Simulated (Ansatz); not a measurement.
[Ho(NH3)6]3+ (HoN₆H₁₈³⁺), relaxed as a quintet with UKS PBE-D4/def2-SVP in Ansatz, starting from the GFN2-xTB geometry. Force threshold 0.03 eV/Å.

In the def2 sets Ho takes a core potential; there is no spin–orbit coupling. With an open 4f shell the SCF may have ended on a state above the lowest. The relaxation made no stability test and no search for a lower SCF solution. No other spin state of charge 3 was run.

Start:

```xyz
25

Ho    0.003    0.001    0.003
N     0.707   -1.723    1.780
H     0.096   -1.770    2.607
H     1.643   -1.583    2.183
H     0.735   -2.697    1.447
N    -0.698    1.713   -1.793
H    -0.055    1.789   -2.593
H    -0.780    2.683   -1.461
H    -1.609    1.538   -2.239
N    -1.191    1.372    1.830
H    -2.188    1.149    1.959
H    -1.192    2.389    1.675
H    -0.801    1.275    2.777
N     1.180   -1.364   -1.836
H     0.699   -1.375   -2.746
H     1.316   -2.362   -1.627
H     2.127   -1.040   -2.072
N    -2.163   -1.332   -0.402
H    -2.399   -1.999    0.346
H    -2.167   -1.913   -1.251
H    -3.019   -0.769   -0.497
N     2.166    1.332    0.427
H     2.374    2.041   -0.290
H     3.030    0.775    0.470
H     2.184    1.868    1.305
```

| step | energy (eV) | largest force component (eV/Å) | SCF passes |
| --- | --- | --- | --- |
| 1 | -35004.1663 | 0.824 | 133 |
| 2 (rejected) | -35004.1272 | 0.317 | 83 |
| 3 | -35004.2973 | 0.068 | 48 |
| 4 | -35004.3026 | 0.003 | 78 |

Force components are those of the run's own axes.

End:

```tsv
atom	x (Å)	y (Å)	z (Å)
Ho1	0.000	0.000	0.001
N2	0.684	-1.672	1.717
H3	0.076	-1.725	2.557
H4	1.628	-1.533	2.127
H5	0.717	-2.659	1.396
N6	-0.678	1.659	-1.731
H7	-0.034	1.747	-2.541
H8	-0.772	2.640	-1.404
H9	-1.595	1.482	-2.186
N10	-1.149	1.337	1.762
H11	-2.153	1.115	1.907
H12	-1.162	2.364	1.612
H13	-0.755	1.250	2.719
N14	1.145	-1.318	-1.777
H15	0.667	-1.339	-2.698
H16	1.288	-2.325	-1.570
H17	2.102	-0.998	-2.023
N18	-2.095	-1.291	-0.386
H19	-2.348	-1.962	0.365
H20	-2.101	-1.887	-1.237
H21	-2.961	-0.729	-0.493
N22	2.093	1.286	0.415
H23	2.315	2.015	-0.290
H24	2.967	0.728	0.451
H25	2.121	1.816	1.308
```

By distances, no bond broke or formed. The bond that changes most is Ho1–N6, from 2.58 to 2.49 Å (atoms count from 1).

No frequencies were taken in this run, so the end may be a saddle point.

Hardware: 4 threads of Arm Neoverse V2 on a shared host. Wall time 2.6 min, peak host memory 1.3 GiB.
